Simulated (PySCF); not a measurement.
Compound: C₉H₁₀F₂.
SMILES with atom numbers: `[CH3:1][C@@H:2]1[CH2:3][C@@:4]12[C:5]([F:6])=[CH:7][CH:8]=[C:9]2[CH2:10][F:11]` (hydrogens: H12, H13, H14 on C1; H15 on C2; H16, H17 on C3; H18 on C7; H19 on C8; H20, H21 on C10)

A GFN2-xTB structure was refined with PySCF 2.14.0, PBE0-D3(BJ)/def2-SVP geometry optimisation, gas phase. Its GFN2-xTB values:

| coordinate | GFN2-xTB |
| --- | --- |
| C1–H12 | 1.085 Å |
| C2–C4 | 1.533 Å |
| C2–H15 | 1.085 Å |
| C3–H16 | 1.079 Å |
| C3–H17 | 1.080 Å |
| C4–C9 | 1.476 Å |
| C5–F6 | 1.343 Å |
| C5=C7 | 1.343 Å |
| C7–C8 | 1.439 Å |
| C7–H18 | 1.072 Å |
| C8=C9 | 1.353 Å |
| C8–H19 | 1.075 Å |
| C9–C10 | 1.490 Å |
| C10–F11 | 1.380 Å |
| C10–H20 | 1.095 Å |
| C10–H21 | 1.098 Å |
| C2–C4–C5 | 119.0° |
| C3–C4–C5 | 119.5° |
| C3–C4–C9 | 125.6° |
| C4–C5–F6 | 121.4° |
| C4–C9–C8 | 108.3° |
| C5–C4–C9 | 103.0° |
| F6–C5–C7 | 127.4° |
| C8–C9–C10 | 124.7° |
| C2–C3–C4–C5 | -108° |
| C3–C4–C9–C8 | 142° |
| C7–C8–C9–C10 | -179° |

**Question.** How do these coordinates change at the PBE0-D3(BJ)/def2-SVP level?

**Answer.** 
| coordinate | PBE0-D3(BJ)/def2-SVP (Å or °) | change |
| --- | --- | --- |
| C5–F6 | 1.325 | -0.018 |
| C8–H19 | 1.092 | +0.017 |
| C7–C8 | 1.456 | +0.017 |
| C7–H18 | 1.089 | +0.017 |
| C3–H16 | 1.092 | +0.013 |
| C1–H12 | 1.098 | +0.013 |
| C3–H17 | 1.093 | +0.013 |
| C2–H15 | 1.096 | +0.011 |
| C4–C9 | 1.484 | +0.008 |
| C10–H20 | 1.102 | +0.007 |
| C8=C9 | 1.360 | +0.007 |
| C10–F11 | 1.387 | +0.007 |
| C9–C10 | 1.483 | -0.007 |
| C10–H21 | 1.104 | +0.006 |
| C5=C7 | 1.349 | +0.006 |
| C2–C4 | 1.530 | -0.003 |
| C3–C4–C5 | 118.5 | -1.0 |
| C3–C4–C9 | 124.7 | -0.9 |
| C8–C9–C10 | 125.6 | +0.9 |
| C4–C5–F6 | 120.6 | -0.8 |
| C4–C9–C8 | 107.6 | -0.7 |
| C2–C4–C5 | 119.7 | +0.7 |
| C5–C4–C9 | 103.7 | +0.7 |
| F6–C5–C7 | 128.0 | +0.6 |
| C7–C8–C9–C10 | -176 | +3 |
| C3–C4–C9–C8 | 140 | -2 |
| C2–C3–C4–C5 | -109 | -1 |

The energy falls by 0.067 eV over 8 energy and gradient evaluations, the largest force component goes from 0.0131 to 3.7e-04 Eh/bohr, and the atoms move by 0.050 Å rms after alignment. Among the bonds, C5–F6, C7–C8, C7–H18 and C8–H19 change most and about equally (-0.018 to +0.017 Å). Bonds longer at the end by more than 0.005 Å: 15 of 22; shorter: 2. Rotational constants go from 1568, 1009, 721.0 to 1577, 1011, 719.5 MHz.

The run used 204 basis functions and 54 SCF cycles in all.

No frequency check. The numbers are those of one conformer.

Shape of the structure used: `[CH3:1][C@@H:2]1[CH2:3][C@@:4]12[C:5]([F:6])=[CH:7][CH:8]=[C:9]2[CH2:10][F:11]`: C8–C9–C10–F11 -135°.
